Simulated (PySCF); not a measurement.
## Oxygen: a sound run and one with changed settings

Sound run: O⁺ [He] 2s2 2p3, O²⁺ [He] 2s2 2p2. Computed with PySCF 2.14 in x2c-TZVPall, with the spin-free X2C one-electron Hamiltonian (Gaussian nucleus). In the sound run the correlated levels freeze 1s2. The sound run starts from symmetry-adapted Hartree-Fock orbitals and uses a fine grid where one is needed.

Changed run: basis STO-3G, all-electron and non-relativistic. This setting is unsound on purpose.

| species | method | sound run (hartree) | changed run (hartree) | converged |
| --- | --- | --- | --- | --- |
| O⁺ | UHF | -74.42662 | -73.44358 | yes |
| O⁺ | BP86 | -74.61916 | -73.59914 | yes |
| O⁺ | TPSS | -74.64337 | -73.63352 | yes |
| O⁺ | MP2 | -74.52274 | -73.44358 | yes |
| O²⁺ | UHF | -73.15609 | -72.10797 | yes |
| O²⁺ | BP86 | -73.32273 | -72.24789 | yes |
| O²⁺ | TPSS | -73.34825 | -72.28228 | yes |
| O²⁺ | MP2 | -73.22951 | -72.11973 | yes |
| O²⁺ | CCSD(T) | -73.25258 | -72.12986 | yes |

Ionisation energy of O⁺:

| method | sound run (eV) | changed run (eV) |
| --- | --- | --- |
| UHF | 34.573 | 36.344 |
| BP86 | 35.278 | 36.769 |
| TPSS | 35.242 | 36.769 |
| MP2 | 35.191 | 36.024 |
| SCS-MP2 | 34.939 | 35.960 |

A minimal basis cannot let orbitals breathe on ionisation and holds almost no correlation. The Hamiltonian changed with the basis, so the totals do not compare.

For comparison, NIST gives 35.121 eV between the lowest levels.
